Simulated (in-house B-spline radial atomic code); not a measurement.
Ionisation energies with and without relativity, with size and susceptibility from the Dirac run. Dirac energy differences include first-order Breit, QED and recoil terms. NIST's values go from ground level to ground level; the uncertainty of those that are theory runs from under 0.1 % in few-electron ions to several per cent in heavy many-electron ones. Computed with a B-spline radial code for spherical atoms: non-relativistic Hartree-Fock and Dirac-Hartree-Fock, averages of the configuration (point nuclei without relativity, finite nuclei with it).

```csv
ion,configuration,configuration after,ionisation non-relativistic (eV),ionisation Dirac Breit and QED (eV),tabulated value (eV),tabulated kind,radius at density 0.001 (bohr),diamagnetic susceptibility (10⁻⁶ cm³/mol)
Mg4+,[He] 2s2 2p4,[He] 2s2 2p3,144.44,144.43,141.33,semi-empirical,1.875,-2.2546
Al4+,[He] 2s2 2p5,[He] 2s2 2p4,?,?,?,semi-empirical,?,?
Si4+,[He] 2s2 2p6,[He] 2s2 2p5,165.42,165.39,166.767,measured,1.769,-2.2857
P4+,[Ne] 3s1,[He] 2s2 2p6,64.43,64.57,65.02511,measured,2.766,-4.2168
S4+,[Ne] 3s2,[Ne] 3s1,70.62,70.79,72.5945,measured,2.819,-5.5294
Cl4+,[Ne] 3s2 3p1,[Ne] 3s2,?,?,?,semi-empirical,?,?
Ar4+,[Ne] 3s2 3p2,[Ne] 3s2 3p1,72.80,72.81,74.84,semi-empirical,2.788,-7.3211
```

(1) Fill in the row of Al4+.

(2) Fill in the row of Cl4+.

## Answers

(1) ionisation non-relativistic (eV): 154.85; ionisation Dirac Breit and QED (eV): 154.84; tabulated value (eV): 153.8252; radius at density 0.001 (bohr): 1.82; diamagnetic susceptibility (10⁻⁶ cm³/mol): -2.2801.

(2) ionisation non-relativistic (eV): 66.72; ionisation Dirac Breit and QED (eV): 66.72; tabulated value (eV): 67.68; radius at density 0.001 (bohr): 2.832; diamagnetic susceptibility (10⁻⁶ cm³/mol): -6.6138.
